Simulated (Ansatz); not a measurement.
Basis sets compared for Zn7Te6⁺. Charge 1, multiplicity 2. Geometry PBE-D4/def2-SVP. Ansatz on 2 threads of AMD EPYC 7R13 on a shared host and a share (18 GiB) of an NVIDIA H100 80GB HBM3; times are rough, and most runs start from earlier orbitals.

Cartesian coordinates in Å:
```
Zn -2.5242 -0.8084 -0.6506
Zn -0.2631 1.3569 -1.3003
Zn 1.2232 1.3820 2.2072
Zn 2.8610 0.2372 0.2442
Zn -0.1396 -1.2670 -2.1596
Zn -4.5634 -0.4255 0.7651
Zn -0.0012 -0.9336 1.0230
Te -2.1327 0.4015 -2.9086
Te 1.9945 0.2955 -2.1768
Te 3.5490 2.3205 1.6769
Te -1.0184 -2.9287 -0.2980
Te -1.1638 1.5414 1.1655
Te 2.1786 -1.1717 2.4121
```

In the def2 sets Te takes a core potential; there is no spin–orbit coupling. Single mean-field runs in def2-TZVP are fitted with def2-universal-jkfit. Another isomer (doublet) lies 0.35 eV lower at PBE0-D4/def2-TZVP; other spin states weren't run for this one.

```tsv
level	functions	energy (Eh)	HOMO (eV)	LUMO (eV)	wall time
PBE-D4/def2-SVP	373	-14060.5208	-8.42	-7.78	6.5 s
PBE0-D4/def2-SVP	373	-14060.8209	-9.38	-7.17	13 s
```

(1) Estimate the rows for PBE-D4/def2-TZVP (with forces), PBE0-D4/def2-TZVP.

Results:

(1) 
```
                         level  functions  energy (Eh)  HOMO (eV)  LUMO (eV)  wall time
PBE-D4/def2-TZVP (with forces)        636  -14062.4199      -8.47      -7.80      9.5 s
             PBE0-D4/def2-TZVP        636  -14062.6512      -9.38      -7.13       12 s
```
